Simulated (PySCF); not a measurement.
C3H9GaO.
Atom-mapped SMILES: `[CH3:1][CH:2]([CH3:3])[O:4][GaH2:5]` (hydrogens: H6, H7, H8 on C1; H9 on C2; H10, H11, H12 on C3; H13, H14 on Ga5)

Cartesian coordinates in Å at the PBE0-D3(BJ)/def2-SVP level; atoms count from 1:
```xyz
14
C3H9GaO angstrom
C     -0.8031    0.0855    1.3026
C     -0.4558   -0.6562    0.0201
C     -0.9197    0.0923   -1.2212
O      0.9175   -0.9544   -0.0439
Ga     2.2963    0.1806   -0.1084
H     -0.4521   -0.4819    2.1774
H     -0.3262    1.0801    1.3197
H     -1.8898    0.2325    1.4006
H     -0.9761   -1.6327    0.0416
H     -0.6541   -0.4724   -2.1273
H     -2.0103    0.2423   -1.2155
H     -0.4433    1.0855   -1.2779
H      2.0362    1.7257   -0.0930
H      3.6596   -0.5715   -0.1758
```

Computed with core-valence-separated Tamm–Dancoff BHandHLYP/aug-pcX-1 (pcseg-1 on H, def2-SVPD on Ga) in PySCF, non-relativistic, gas phase, PBE0-D3(BJ)/def2-SVP geometry. Absolute energies from this functional tend to lie a few eV below measured edges; no shift was applied.

The lowest roots of each edge with f over 0.003 (five at most, numbered afresh; weaker and dark ones are left out), with transition dipoles (au) in the frame of the coordinates:

```csv
root,edge,E (eV),f,μx,μy,μz
1,C,284.83,0.0086,0.0010,0.0164,-0.0310
2,C,284.84,0.0073,0.0047,0.0260,0.0185
3,C,285.42,0.0112,0.0394,-0.0038,0.0056
4,C,285.42,0.0055,0.0098,-0.0015,-0.0262
5,C,286.04,0.0241,-0.0030,-0.0514,0.0282
6,O,530.48,0.0149,0.0017,-0.0005,0.0338
7,O,531.83,0.0167,-0.0214,-0.0286,0.0007
8,O,534.07,0.0049,-0.0174,0.0084,0.0012
9,O,534.14,0.0042,0.0070,-0.0165,-0.0003
```

Molecules are fixed in this frame and the field points along y. What effective strengths 3 f cos²θ do the roots have (θ between field and μ)?

root 1 (C1/C3): 0.006, root 2 (C1/C3): 0.014, root 3 (C1/C3): 0.000, root 4 (C1/C3): 0.000, root 5 (C1/C3): 0.055, root 6 (O4): 0.000, root 7 (O4): 0.032, root 8 (O4): 0.003, root 9 (O4): 0.011. Root 5 is the strongest. Averaged over all orientations cos²θ is 1/3, which gives f back. For degenerate partners only the sum has meaning, as the program may mix them freely.

 Relativistic effects, spin–orbit coupling among them, are left out although an element past zinc is present.

Rough CPU time on one thread of a shared machine: about 50 s.

One conformer stands for the species.
